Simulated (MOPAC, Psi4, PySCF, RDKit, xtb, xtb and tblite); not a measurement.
Internal rotation in C₁₁H₁₆O, SMILES C(C)(c1cccc(c1)OC)(C)C. Scanned: dihedral C1–O2–C3–C4; all other coordinates were relaxed at GFN2-xTB. Points at φ and −φ are mirror images.

Geometry of the scan point at 160° (Å):
```
28

C     -4.2674     0.6170    -1.0009
O     -2.8898     0.7882    -1.2248
C     -2.0174     0.3891    -0.2498
C     -0.7041     0.1694    -0.6550
C      0.2326    -0.2288     0.2757
C     -0.1270    -0.4255     1.5969
C     -1.4366    -0.2218     2.0190
C     -1.7949    -0.4498     3.4805
C     -3.2719    -0.1824     3.7834
C     -1.4908    -1.9094     3.8470
C     -0.9527     0.4916     4.3530
C     -2.3751     0.1840     1.0779
H     -4.6555     1.3391    -0.2736
H     -4.7482     0.7926    -1.9624
H     -4.4949    -0.3980    -0.6599
H     -0.4441     0.3271    -1.6895
H      1.2538    -0.3981    -0.0328
H      0.6284    -0.7433     2.2986
H     -3.9166    -0.8461     3.2117
H     -3.4620    -0.3608     4.8400
H     -3.5361     0.8501     3.5664
H     -0.4375    -2.1393     3.7153
H     -1.7538    -2.0979     4.8859
H     -2.0676    -2.5832     3.2168
H      0.1096     0.3023     4.2285
H     -1.2029     0.3541     5.4029
H     -1.1474     1.5277     4.0838
H     -3.3956     0.3530     1.3752
```

Levels of theory: GFN2-xTB (xtb and tblite); MMFF94 // GFN2-xTB (RDKit); PBE0/def2-SVP // GFN2-xTB (Psi4); PBE0-D3(BJ)/def2-SVP // GFN2-xTB (Psi4); PBE/def2-SVP // GFN2-xTB (Psi4); PBE-D3(BJ)/def2-SVP // GFN2-xTB (Psi4); UFF // GFN2-xTB (RDKit); PM7, restricted, heats of formation // GFN2-xTB (MOPAC); AM1, restricted, heats of formation // GFN2-xTB (MOPAC); GFN1-xTB // GFN2-xTB (xtb); RKS-B3LYP/6-31G* = restricted B3LYP/6-31G*, spherical d, density fitting // GFN2-xTB (PySCF 2.14.0); RKS-B3LYP/3-21G = restricted B3LYP/3-21G, density fitting // GFN2-xTB in PySCF 2.14.0; RKS-B3LYP/LANL2DZ = restricted B3LYP/LANL2DZ, density fitting // GFN2-xTB run with PySCF.

Least-squares fit of E(φ) = a0 + Σ (a_n cos nφ + b_n sin nφ), n = 1 to 4, to the 18 scan points, in kcal/mol above the lowest point of each profile (levels whose profile four harmonics don't fit are not listed):

| method | a0 | a1 | b1 | a2 | b2 | a3 | b3 | a4 | b4 | rms of fit |
|---|---|---|---|---|---|---|---|---|---|---|
| GFN2-xTB | 2.43 | -0.20 | 0.00 | -2.20 | 0.00 | 0.03 | 0.00 | -0.15 | 0.00 | 0.05 |
| MMFF94 | 1.29 | -0.17 | 0.00 | -1.13 | 0.00 | 0.01 | 0.00 | -0.08 | 0.00 | 0.07 |
| PBE0/def2-SVP | 2.32 | -0.20 | 0.00 | -1.91 | 0.00 | 0.01 | 0.00 | -0.30 | 0.00 | 0.04 |
| PBE0-D3(BJ)/def2-SVP | 2.26 | -0.13 | 0.00 | -1.91 | 0.00 | 0.00 | 0.00 | -0.31 | 0.00 | 0.04 |
| PBE/def2-SVP | 2.56 | -0.19 | 0.00 | -2.20 | 0.00 | 0.03 | 0.00 | -0.27 | 0.00 | 0.03 |
| PBE-D3(BJ)/def2-SVP | 2.50 | -0.11 | 0.00 | -2.21 | 0.00 | 0.02 | 0.00 | -0.28 | 0.00 | 0.04 |
| UFF | 2.36 | 0.01 | 0.00 | -2.47 | 0.00 | 0.05 | 0.00 | 0.26 | 0.00 | 0.14 |
| PM7 | 1.32 | -0.02 | 0.00 | -1.16 | 0.00 | 0.06 | 0.00 | -0.12 | 0.00 | 0.03 |
| AM1 | 0.70 | -0.09 | 0.00 | -0.56 | 0.00 | 0.04 | 0.00 | -0.12 | 0.00 | 0.04 |
| GFN1-xTB | 1.70 | -0.08 | 0.00 | -1.64 | 0.00 | 0.03 | 0.00 | -0.06 | 0.00 | 0.03 |
| RKS-B3LYP/6-31G* | 1.94 | -0.18 | 0.00 | -1.52 | 0.00 | 0.00 | 0.00 | -0.30 | 0.00 | 0.03 |
| RKS-B3LYP/3-21G | 2.17 | -0.15 | 0.00 | -1.75 | 0.00 | 0.00 | 0.00 | -0.35 | 0.00 | 0.03 |
| RKS-B3LYP/LANL2DZ | 2.07 | -0.25 | 0.00 | -1.62 | 0.00 | 0.02 | 0.00 | -0.28 | 0.00 | 0.03 |
